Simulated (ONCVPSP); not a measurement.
**Plane-wave convergence, ONCV potential for praseodymium (Pr)**

```json
{
 "Element": "Pr (Z = 59)",
 "Generator": "ONCVPSP 4.0.1",
 "Type": "optimised norm-conserving Vanderbilt (ONCV)",
 "Functional": "LDA (Perdew-Zunger)",
 "Relativity": "scalar-relativistic",
 "Frozen core": "[Kr] 4d10",
 "Valence charge": "13",
 "Reference configuration": "4f2 5s2 5p6 (charge +3)",
 "Partial waves": "5s: rc 2.10 bohr, ncon 4, nbas 8, qcut 4.4 1/bohr, 2 projectors, debl 3.8 Ha; 5p: rc 2.15 bohr, ncon 4, nbas 7, qcut 5.2 1/bohr, 2 projectors, debl 3.9 Ha; d scattering state at 0.13 Ha: rc 1.85 bohr, ncon 4, nbas 8, qcut 4.9 1/bohr, 2 projectors, debl 0.6 Ha; 4f: rc 0.95 bohr, ncon 4, nbas 9, qcut 17.3 1/bohr, local",
 "Local potential": "the f channel",
 "Core correction": "polynomial model core, fcfact 0.5"
}
```

In the s channel the program set the typed energies aside and used -2.419, 0.050 Ha. In the d channel the program set the typed energies aside and used 0.050, 0.650 Ha.

**Question.** For each optimised wave give the share of its norm inside rc, the residual kinetic energy above qcut (Ha) and the cutoffs (Ha) for errors of 10, 1, 0.1 and 0.01 mHa per electron.

**Answer.**

```csv
wave,norm inside rc,residual KE,10 mHa,1 mHa,0.1 mHa,0.01 mHa
5s,0.903,4.9e-04,6.5,9.1,32.1,42.0
s projector 2,0.061,6.8e-04,6.3,9.3,24.9,48.9
5p,0.816,7.6e-05,4.3,10.3,13.6,29.8
p projector 2,0.073,5.8e-04,8.1,12.5,33.2,42.9
d projector 1,0.116,1.0e-04,5.2,7.0,11.9,56.5
d projector 2,0.077,1.3e-04,5.6,7.3,14.4,80.6
4f,0.549,1.4e-05,108.2,125.5,138.1,166.5
```

The occupied waves need 125 Ha and 138 Ha for 1 and 0.1 mHa. Note: ghosts flagged at negative energy: s at -704.2 eV, p at -359.7 eV, d at -113.0 eV, s at -1.75 eV (a further GHOST(-) flag falls on a real empty level of the atom); no localised positive-energy state flagged. A true bound ghost makes a file unfit for plane-wave use. 3 of 4 tests not solved or not reliable.
